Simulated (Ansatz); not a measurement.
Basis-set extrapolation for CH3AlF2 (`[CH3][Al]([F])[F]`) (PBE0-D4/def2-TZVP geometry, frozen core, Ansatz). Multiplicity 1, RHF reference.

|  | def2-TZVPP | def2-QZVPP |
| --- | --- | --- |
| HF | -480.696748 | -480.716315 |
| MP2 correlation | -0.756771 | -0.823624 |
| CCSD(T) correlation | -0.795956 | not run |

Energies in hartree. Use E(X) = E(∞) + A·exp(−7.88·√X) for Hartree–Fock and E(X) = E(∞) + B·X^(−2.97) for correlation, with X = 3 and 4, and add CCSD(T) minus MP2 of the smaller set to the MP2 limit.

What is the CCSD(T) energy at the basis-set limit?

HF limit: -480.716315 + (-0.019567) × 0.13774 = -480.71901. MP2 limit: -0.823624 + (-0.066853) × 0.74074 = -0.87314. Higher-order term: -0.795956 − (-0.756771) = -0.03919. Total: -481.63134 hartree, 87.0 kcal/mol below CCSD(T)/def2-TZVPP.
